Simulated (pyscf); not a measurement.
PySCF, gas phase, ωB97X-D3(BJ)/def2-SVP geometries.

Task: For the elementary gas-phase step `[CH3][Al][OH]` [doublet] → `[CH2][AlH][OH]` [doublet] (doublet surface; C–H broken, Al–H formed), what barrier and reaction energy does B3LYP-D3(BJ)/def2-TZVP give, measured from the reactant's lowest minimum found?

Result: ΔE‡ = 53.9 kcal/mol, ΔE = +16.9 kcal/mol. CCSD(T)/def2-TZVPP + ΔMP2(QZVPP) gives 55.8 kcal/mol and +16.4 kcal/mol. Zero-point energy shifts the barrier by -4.1 kcal/mol. It is a hydrogen shift, with an imaginary mode of 1564i cm⁻¹. One saddle was located; it need not be the lowest between these sides. The CCSD(T) − MP2 part came from Ansatz, without density fitting, on the same reference. A UHF reference is spin-contaminated (<S²> up to 0.86), which harms MP2 most.
